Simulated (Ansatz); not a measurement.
Compare A (`O[SiH]1[O][GeH2]1`) with its isomer B (`[OH][GeH]1[O][SiH2]1`).

Gas-phase electronic energies from Ansatz, PBE0-D4/def2-TZVP geometries. CCSD(T)/CBS adds triple-zeta CCSD(T) − MP2 to the extrapolated MP2 energy (def2 sets, frozen cores). DFT in def2-TZVPP. B3LYP here is the variant with VWN-RPA as its local correlation; programs differ in this. For Ge outer-core shells are correlated without core-valence functions, which leaves a few kJ/mol of doubt a bond. Scalar relativity is left out up to krypton. One conformer a species, not always the lowest.

Task: Which is lower in electronic energy at CCSD(T)/CBS, and by how much? (Estimate.)

Result: Ansatz gave: A, by 72.6 kJ/mol.

Task: Give E(B) − E(A) in kJ/mol with B2PLYP, CCSD/def2-TZVPP, B3LYP, B3LYP-D4, ωB97M-V, MP2/def2-TZVPP, r2SCAN-D4. (An estimate is asked.)

Result: Computed: B2PLYP 71.4, CCSD/def2-TZVPP 72.2, B3LYP 72.5, B3LYP-D4 72.7, ωB97M-V 74.4, MP2/def2-TZVPP 70.5, r2SCAN-D4 73.1. None reverses the order clearly.

Largest T1 diagnostic: 0.014.

From PBE to PBE0 (25 % exact exchange), in def2-TZVPP and without D4, E(B) − E(A) moves by +4.1 kJ/mol. In def2-TZVPP, CCSD(T) changes the Hartree–Fock value by −4.2 kJ/mol (the triples alone add −1.6 kJ/mol) and MP2 by −4.2 kJ/mol.
